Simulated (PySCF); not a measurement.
Bonds (- single, = double, # triple, : aromatic): C1=C2 1.340 Å, C2-C3 1.448 Å, C3-F4 1.337 Å, C3=C5 1.347 Å, C5-C6 1.481 Å, C5-F7 1.335 Å. C1 carries H8, H9; C2 carries H10; C6 carries H11, H12, H13. Stereochemistry as in C=C/C(F)=C(\C)F. H8 is cis to C3; H9 is trans to C3.

Geometry: PBE0-D3(BJ)/def2-SVP; GIAO absolute shieldings from PySCF 2.14, gas phase, non-relativistic, averaged over equivalent atoms.

At PBE0/pcSseg-0 (75 basis functions, 5.5 s wall time on 1 thread of an Arm Neoverse V2, shared host):
```csv
atoms,σ (ppm)
C5,30.3
C3,32.0
C2,57.8
C1,64.6
C6,175.7
F7,300.7
F4,341.1
H10,26.61
H8,26.72
H9,27.13
H11/H12/H13,30.54
```

Q: Estimate the result of repeating the calculation with PBE0/cc-pVTZ.

A: 
| atoms | σ at PBE0/cc-pVTZ | change |
| --- | --- | --- |
| C5 | 35.6 | +5.3 |
| C3 | 38.0 | +6.0 |
| C2 | 57.1 | -0.7 |
| C1 | 70.0 | +5.4 |
| C6 | 173.0 | -2.7 |
| F7 | 302.9 | +2.2 |
| F4 | 336.5 | -4.6 |
| H10 | 24.78 | -1.83 |
| H8 | 25.56 | -1.16 |
| H9 | 26.01 | -1.12 |
| H11/H12/H13 | 29.34 | -1.20 |

The largest change is at C3 (fully substituted alkene carbon). Cost: 294 basis functions, 41 s wall time on 1 thread of an Arm Neoverse V2, shared host. The order of the carbon signals is the same at both levels.
